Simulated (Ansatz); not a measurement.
Isolated molecules relaxed with PBE0-D4/def2-TZVP in Ansatz; ΔE leaves out vibrations. CCSD(T)/CBS is the MP2 limit (def2-TZVPP, def2-QZVPP) plus CCSD(T) − MP2 in def2-TZVPP, frozen cores. This one scheme is used for every species. DFT in def2-TZVPP. HSE06 is defined as in plane-wave codes. Elements past krypton have def2 core potentials. For Se, Zr outer-core shells are correlated without core-valence functions, which leaves a few kJ/mol of doubt a bond. Scalar relativity is left out up to krypton. Each species was taken in one conformer, which may not be the lowest.

Consider the ligand exchange at a Zr–C bond: `[CH3][Zr]([F])([F])[F]` + H₂Se → `[F][Zr]([F])([F])[SeH]` + CH₄.

```json
{"level": "r2SCAN0", "ΔE (kJ/mol)": "-146.3"}
{"level": "HSE06", "ΔE (kJ/mol)": "-142.8"}
```

(1) What does CCSD(T)/CBS give? (An estimate is asked.)

(2) What do rigid-rotor, harmonic-oscillator terms from PBE0-D4/def2-TZVP frequencies (298.15 K, 1 bar) make of the CCSD(T)/CBS value? (An estimate is asked.)

Largest T1 diagnostic among the species: 0.017.

## Answers

(1) Ansatz gave: -141.9 kJ/mol. The listed levels differ from it by -4.4, -0.9 kJ/mol.

(2) The calculation gave: ΔZPE = +11.5 kJ/mol, ΔH = -129.9 kJ/mol, ΔS = -4 J/(mol·K), ΔG = -128.7 kJ/mol.

Leaving LDA and LC-ωPBE aside and taking each functional with its dispersion term where it has one, the values, not all of them listed here, spread over 8.8 kJ/mol, from PBE-QIDH to ωB97M-V. From BLYP to BHLYP (50 % exact exchange), in def2-TZVPP and without D4, ΔE moves by −3.2 kJ/mol.
